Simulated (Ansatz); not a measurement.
Relaxation of C$_{2}$H$_{3}$Te (6 atoms, charge 0, multiplicity 2), to a largest force component of 0.02 eV/Å in at most 50 steps.

Method: Ansatz 0.2.0, UKS PBE-D4/def2-SVP.

```xyz
6
Properties=species:S:1:pos:R:3
C -0.397 0.117 -0.596
C 0.270 0.112 0.504
Te 1.203 -1.676 1.078
H -0.621 0.739 0.531
H -0.932 1.075 -0.919
H 0.375 1.013 1.122
```

Q: Where does it end, and by what steps?

A: It converged. After 14 steps the energy has fallen by 4.834 eV; H4 moved furthest, 1.53 Å. Parted: C2–H4 (1.09 → 2.15 Å).

```csv
step,energy less start (eV),largest force component (eV/Å),accepted
0,0.0000,5.107,yes
1,-0.9932,1.877,yes
2,-1.3901,0.771,yes
3,-1.6411,1.376,yes
4,-1.9549,2.164,yes
5,-2.4790,3.048,yes
6,-3.1406,3.249,yes
7,-3.9051,1.985,yes
8,-4.3937,1.004,yes
9,-4.6554,0.731,yes
10,-4.7620,0.702,yes
11,-4.8125,0.705,yes
12,-4.8290,0.466,yes
13,-4.8341,0.071,yes
14,-4.8342,0.015,yes
```

```xyz
6
Properties=species:S:1:pos:R:3
C -0.649 0.447 -0.120
C 0.521 0.285 0.543
Te 1.070 -1.514 1.487
H -1.389 -0.366 -0.201
H -0.897 1.412 -0.599
H 1.243 1.117 0.610
```

Run time: 22 s on 2 threads of Intel(R) Xeon(R) Platinum 8488C (Sapphire Rapids) (shared host), peak memory 0.17 GiB.
